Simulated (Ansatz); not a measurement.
Ansatz (a program for electronic structure) input:

Ansatz 0.2 input:
```yaml
crystal:
  periodic: [false, false, false]
  atoms:
    - {symbol: V, position_ang: [0.00000000, 0.00000000, 0.00000000]}
    - {symbol: F, position_ang: [0.00000000, 0.00000000, 1.77951593]}
    - {symbol: F, position_ang: [-0.00000000, -0.00000000, -1.77951593]}
basis:
  gaussian:
    orbitals: def2-TZVPD
hamiltonian:
  xc: {name: PBE0}
total_charge: -1
magnetization: {spin_polarized: true, initial_magnetization: 2}
```

Problem. Which total energy does the run end on?

Solution. -1143.49790 Eh (PBE0/def2-TZVPD). The basis has 128 functions.

This state (charge -1, triplet) is run at the relaxed geometry of the species with charge 0 and multiplicity 4.
